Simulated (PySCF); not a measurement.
## Predicted spectroscopic data

[PySCF 2.14.0 with density-fitted response routines: GFN2-xTB structure; GIAO PBE0/pcSseg-1 shieldings; non-relativistic Hamiltonian; fast rotation and ring inversion assumed for equivalent nuclei; no solvent; a single conformation]

Scale: TMS for 1H (σref 31.72), 13C (σref 186.93) (reference shieldings calculated alike). Where no couplings were computed, multiplicities follow the n + 1 count of equivalent neighbours, and m marks all less simple cases (inequivalent or close neighbours, rings, F or P nearby). Shifts are as computed. Against solution values, carbons near 30 ppm lie about +3 ppm off and those near 130 ppm about +5 ppm. Of 1211 compounds with measured shifts, 218 miss one by over three times the rms of a fit or turn the order of signals round; such compounds aren't used in these exercises.

**1.** `CC#CC#C/C=C\C(C)=O`, C$_{9}$H$_{8}$O. 1H NMR (400 MHz, computed): δ 6.80 (d, 1H), 6.23 (d, 1H), 2.35 (s, 3H), 2.18 (s, 3H). 13C{1H} NMR (computed): δ 196.4 (C), 144.7 (CH), 130.1 (CH), 107.7 (C), 101.3 (C), 78.6 (C), 73.0 (C), 34.1 (CH3), 6.7 (CH3).

**2.** `C=Cn1cc(C)nn1`, C$_{5}$H$_{7}$N$_{3}$. 1H NMR (400 MHz, computed): δ 7.14 (m, 1H), 7.07 (s, 1H), 6.92 (m, 1H), 5.31 (m, 1H), 2.52 (s, 3H). 13C{1H} NMR (computed): δ 148.2, 134.6, 127.5, 110.2, 13.2.
